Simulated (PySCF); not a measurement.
Molfile (atoms numbered from 1):
```
C5H14AlN
     RDKit          3D

 21 21  0  0  0  0  0  0  0  0999 V2000
   -3.0894   -0.5608    0.0026 C   0  0  0  0  0  0  0  0  0  0  0  0
   -1.7275   -1.1188    0.4177 C   0  0  0  0  0  0  0  0  0  0  0  0
   -0.1466   -0.1552   -0.3033 Al  0  0  1  0  0  4  0  0  0  0  0  0
   -0.5601    1.7905    0.2913 N   0  0  0  0  0  0  0  0  0  0  0  0
    1.6206   -0.3650    0.5433 C   0  0  0  0  0  0  0  0  0  0  0  0
    2.7988   -0.9066   -0.2358 C   0  0  0  0  0  0  0  0  0  0  0  0
    2.7633    0.5427    0.1172 C   0  0  0  0  0  0  0  0  0  0  0  0
   -3.1991   -0.5276   -1.0946 H   0  0  0  0  0  0  0  0  0  0  0  0
   -3.9404   -1.1475    0.3909 H   0  0  0  0  0  0  0  0  0  0  0  0
   -3.2452    0.4730    0.3632 H   0  0  0  0  0  0  0  0  0  0  0  0
   -1.6596   -1.1672    1.5217 H   0  0  0  0  0  0  0  0  0  0  0  0
   -1.6520   -2.1734    0.0917 H   0  0  0  0  0  0  0  0  0  0  0  0
   -0.0787    0.1014   -1.8978 H   0  0  0  0  0  0  0  0  0  0  0  0
   -1.3784    2.1798   -0.1782 H   0  0  0  0  0  0  0  0  0  0  0  0
   -0.7152    1.8666    1.2974 H   0  0  0  0  0  0  0  0  0  0  0  0
    0.2413    2.3802    0.0612 H   0  0  0  0  0  0  0  0  0  0  0  0
    1.6571   -0.6290    1.6097 H   0  0  0  0  0  0  0  0  0  0  0  0
    2.6497   -1.1850   -1.2849 H   0  0  0  0  0  0  0  0  0  0  0  0
    3.5247   -1.5387    0.2853 H   0  0  0  0  0  0  0  0  0  0  0  0
    2.5971    1.2605   -0.6967 H   0  0  0  0  0  0  0  0  0  0  0  0
    3.4665    0.9022    0.8760 H   0  0  0  0  0  0  0  0  0  0  0  0
  1  2  1  0
  2  3  1  0
  3  4  1  0
  3  5  1  0
  5  6  1  0
  6  7  1  0
  7  5  1  0
  1  8  1  0
  1  9  1  0
  1 10  1  0
  2 11  1  0
  2 12  1  0
  3 13  1  6
  4 14  1  0
  4 15  1  0
  4 16  1  0
  5 17  1  0
  6 18  1  0
  6 19  1  0
  7 20  1  0
  7 21  1  0
M  CHG  2   3  -1   4   1
M  END
```

Geometry: PBE0-D3(BJ)/def2-SVP; GIAO absolute shieldings from PySCF, gas phase, non-relativistic, averaged over equivalent atoms.

At PBE/pcSseg-1 (196 basis functions, 110 s wall time on 1 thread of an Intel Xeon, shared host):
```
      atoms  σ (ppm)
         C1    167.1
         C6    176.9
         C2    177.7
         C7    179.2
         C5    188.4
        Al3    381.5
         N4    232.4
        H13    27.58
H14/H15/H16    29.53
  H8/H9/H10    30.13
        H19    30.62
        H21    30.83
        H18    30.87
        H12    31.08
        H11    31.22
        H20    31.39
        H17    32.47
```

Question: Predict the values at PBE0/pcSseg-1 on the same geometry.

Answer: 
```tsv
atoms	σ at PBE0/pcSseg-1	change
C1	172.2	+5.1
C6	182.1	+5.2
C2	183.7	+6.0
C7	184.4	+5.2
C5	194.4	+6.0
Al3	397.2	+15.7
N4	236.3	+3.9
H13	27.78	+0.20
H14/H15/H16	29.49	-0.04
H8/H9/H10	30.26	+0.13
H19	30.74	+0.12
H21	30.95	+0.12
H18	30.98	+0.11
H12	31.25	+0.17
H11	31.39	+0.17
H20	31.52	+0.13
H17	32.63	+0.16
```

The largest change is at Al3 (aluminium bonded to 2 C, N, H). Cost: 196 basis functions, 86 s wall time on 1 thread of an Intel Xeon, shared host. The order of the carbon signals is the same at both levels.
